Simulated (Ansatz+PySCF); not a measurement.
**doublet CuCl₂: levels of theory in one basis**

```xyz
3

Cu    0.0000    0.0000    0.0000
Cl    0.0000    0.0000    2.1164
Cl    0.0000    0.0000   -2.1164
```

Basis set: def2-SVP (spherical functions). Left uncorrelated: 15 orbitals. Correlation on ROHF uses semicanonical orbitals with singles. Charge 0, multiplicity 2.

Computed with Ansatz (development build ahead of 0.2.0); each method stands on the lowest determinant of its kind that the runs found.

```json
{"method": "ROHF", "E − E(ROHF) (eV)": "0.00", "<S²> of the determinant": "0.75"}
{"method": "UHF", "E − E(ROHF) (eV)": "-0.09", "<S²> of the determinant": "0.76"}
{"method": "ROHF-MP2", "E − E(ROHF) (eV)": "-15.25", "<S²> of the determinant": "–"}
{"method": "UHF-MP2", "E − E(ROHF) (eV)": "-15.25", "<S²> of the determinant": "0.76"}
```

Question: Is a single determinant a sound starting point here?

Answer: By this sign, yes. Unrestricted orbitals gain 0.09 eV and <S²> is 0.76 against 0.75 for a pure state.
